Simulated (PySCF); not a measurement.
Isomers of C8H12Ge. Method: PBE0-D3(BJ)/def2-SVP geometry optimisation, gas phase in PySCF. One conformer each; no zero-point energy, no entropy. No frequencies were run at this level. Point groups hold within 0.08 Å.

Task: Rank from lowest to highest electronic energy at this level (kcal/mol).
A. `[CH2:1]=[CH:2][Ge:3]([CH:4]=[CH2:5])([CH:6]=[CH2:7])[CH:8]=[CH2:9]` with C1–C2–Ge3–C4 136°, C2–Ge3–C4–C5 -138°, C2–Ge3–C6–C7 -135°, C2–Ge3–C8–C9 -130°
B. `[CH2:1]=[CH:2][CH2:3][C:4]1=[CH:5][CH:6]=[CH:7][Ge@H:8]1[CH3:9]` with C1–C2–C3–C4 -115°, C2–C3–C4–C5 -119°

Result: B (0.0), A (32.6).

| SMILES | E (Eh) | E rel (kcal/mol) | dipole (D) | point group | A, B, C (MHz) |
| --- | --- | --- | --- | --- | --- |
| C=CC[C]1=CC=[CH][Ge@H]1[CH3] | -2387.91088 | 0.0 | 0.57 | C1 | 1809, 968.4, 703.8 |
| C=[CH][Ge]([CH]=C)([CH]=C)[CH]=C | -2387.85889 | 32.6 | 0.16 | C1 | 1295, 993.3, 986.3 |
